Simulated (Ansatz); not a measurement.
Geometry optimisation, Ansatz 0.2.0, RKS B3LYP/STO-3G.

Input file:

```yaml
crystal:
  periodic: [false, false, false]
  atoms:
    - { symbol: C, position_ang: [-0.9721, -1.713, -0.7994] }
    - { symbol: C, position_ang: [0.2842, -1.5749, -0.0419] }
    - { symbol: Si, position_ang: [1.2156, 0.0384, -0.208] }
    - { symbol: C, position_ang: [0.1772, 1.3188, 1.3017] }
    - { symbol: C, position_ang: [0.4886, 1.6357, -0.0948] }
    - { symbol: S, position_ang: [-0.7951, 2.0142, -1.2154] }
    - { symbol: H, position_ang: [-1.7304, -0.9454, -0.4375] }
    - { symbol: H, position_ang: [-1.4126, -2.6513, -0.7024] }
    - { symbol: H, position_ang: [-0.868, -1.4708, -1.8391] }
    - { symbol: H, position_ang: [0.9484, -2.379, -0.3574] }
    - { symbol: H, position_ang: [0.0791, -1.7628, 1.0409] }
    - { symbol: H, position_ang: [2.5698, -0.0617, 0.5257] }
    - { symbol: H, position_ang: [-0.7733, 0.6584, 1.4757] }
    - { symbol: H, position_ang: [0.8308, 1.3303, 2.1033] }
    - { symbol: H, position_ang: [1.2232, 2.425, -0.1279] }
    - { symbol: H, position_ang: [-1.2882, 3.1155, -0.5791] }
basis:
  gaussian: { orbitals: STO-3G }
hamiltonian:
  xc: b3lyp
relax:
  f_tol: 0.02
  max_steps: 40
scf:
  lower_state_search: "off"
```

Run as:

```bash
$ ansatz run input.yaml --threads 1 --pin off --max-ram 2048MiB --backend cpu --events-out ev --progress --plain --runs-dir out
```

**Question.** Where does it end, and by what steps?

**Answer.** The run converged. The force dipped under the threshold on the way, but the program's further checks kept it going. Limits of this set-up: minimal basis. After 36 steps the energy has fallen by 2.867 eV; H7 moved furthest, 1.77 Å.

```json
{"step": "0", "energy less start (eV)": "0.0000", "largest force component (eV/Å)": "4.809", "accepted": "yes"}
{"step": "2", "energy less start (eV)": "-2.1409", "largest force component (eV/Å)": "3.774", "accepted": "yes"}
{"step": "4", "energy less start (eV)": "-2.7014", "largest force component (eV/Å)": "1.412", "accepted": "yes"}
{"step": "6", "energy less start (eV)": "-2.8143", "largest force component (eV/Å)": "0.251", "accepted": "yes"}
{"step": "8", "energy less start (eV)": "-2.8195", "largest force component (eV/Å)": "0.098", "accepted": "yes"}
{"step": "10", "energy less start (eV)": "-2.8219", "largest force component (eV/Å)": "0.060", "accepted": "yes"}
{"step": "12", "energy less start (eV)": "-2.8248", "largest force component (eV/Å)": "0.095", "accepted": "yes"}
{"step": "14", "energy less start (eV)": "-2.8310", "largest force component (eV/Å)": "0.184", "accepted": "yes"}
{"step": "16", "energy less start (eV)": "-2.8382", "largest force component (eV/Å)": "0.175", "accepted": "yes"}
{"step": "18", "energy less start (eV)": "-2.8458", "largest force component (eV/Å)": "0.095", "accepted": "yes"}
{"step": "20", "energy less start (eV)": "-2.8513", "largest force component (eV/Å)": "0.058", "accepted": "yes"}
{"step": "22", "energy less start (eV)": "-2.8539", "largest force component (eV/Å)": "0.206", "accepted": "yes"}
{"step": "24", "energy less start (eV)": "-2.8604", "largest force component (eV/Å)": "0.041", "accepted": "yes"}
{"step": "26", "energy less start (eV)": "-2.7813", "largest force component (eV/Å)": "0.704", "accepted": "no"}
{"step": "28", "energy less start (eV)": "-2.8636", "largest force component (eV/Å)": "0.053", "accepted": "yes"}
{"step": "30", "energy less start (eV)": "-2.8650", "largest force component (eV/Å)": "0.033", "accepted": "yes"}
{"step": "32", "energy less start (eV)": "-2.8665", "largest force component (eV/Å)": "0.062", "accepted": "yes"}
{"step": "34", "energy less start (eV)": "-2.8673", "largest force component (eV/Å)": "0.018", "accepted": "yes"}
{"step": "36", "energy less start (eV)": "-2.8675", "largest force component (eV/Å)": "0.008", "accepted": "yes"}
```

```xyz
16
Properties=species:S:1:pos:R:3
C -0.487 -2.075 -1.304
C -0.245 -1.469 0.112
Si 0.898 0.026 0.104
C 0.763 1.292 1.431
C 0.202 1.736 0.018
S -1.573 2.050 -0.185
H -0.959 -1.340 -1.975
H -1.151 -2.952 -1.243
H 0.459 -2.400 -1.765
H 0.172 -2.251 0.767
H -1.213 -1.174 0.547
H 2.190 -0.191 -0.504
H 0.010 1.166 2.215
H 1.641 1.841 1.789
H 0.837 2.493 -0.467
H -1.569 3.227 0.504
```

Whether the end is a true minimum wasn't checked by a vibrational analysis.

Time of the run: 2.1 min on 1 thread of Arm Neoverse V1, on a shared host, peak memory 0.12 GiB.
